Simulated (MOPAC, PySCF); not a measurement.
C$_{2}$H$_{7}$B, SMILES `CBC`, neutral singlet in the gas phase. 

Cartesian coordinates (Å):
SMILES: CBC
```xyz
10

C      1.3637     0.2191    -0.0453
B     -0.0771     0.1557     0.5431
C     -1.3180    -0.3121    -0.2738
H      1.5064    -0.3322    -0.9777
H      2.1436    -0.0522     0.6707
H      1.5412     1.2824    -0.2740
H     -0.2409     0.4867     1.6893
H     -1.5183    -1.3435     0.0590
H     -1.1716    -0.3513    -1.3558
H     -2.2305     0.2432    -0.0417
```
Charge 0, multiplicity 1.

All levels are single points at this geometry (PBE0-D3(BJ)/def2-TZVP); Pople sets use spherical d functions. Orbital energies aren't observables, and empty levels follow the basis.

```csv
level,HOMO (eV),LUMO (eV),gap (eV),dipole (D),"vertical IE, Delta-SCF (eV)"
PBE-D3(BJ)/def2-TZVP in PySCF,-7.24,-1.61,5.62,0.47,10.69
TPSSh-D3(BJ)/def2-TZVP in PySCF,-8.00,-1.01,6.99,0.43,10.91
B3LYP/3-21G in PySCF,-8.27,-0.48,7.79,0.46,–
B3LYP/6-311+G** in PySCF,-8.48,-0.84,7.64,0.39,–
B3LYP/6-31G* in PySCF,-8.24,-0.41,7.84,0.44,10.97
BP86/6-31G* in PySCF,-7.11,-1.32,5.79,0.50,–
PBE/6-31G* in PySCF,-6.98,-1.24,5.74,0.50,10.57
HF/3-21G in PySCF,-12.03,3.53,15.56,0.34,–
HF/6-31G* in PySCF,-12.09,3.68,15.77,0.33,10.93
HF/STO-3G in PySCF,-11.04,7.33,18.37,0.22,–
AM1 in MOPAC,-10.91,1.73,12.64,0.34,–
PM3 in MOPAC,-11.52,0.85,12.37,0.54,–
PM6 in MOPAC,-10.54,0.74,11.28,0.25,–
```
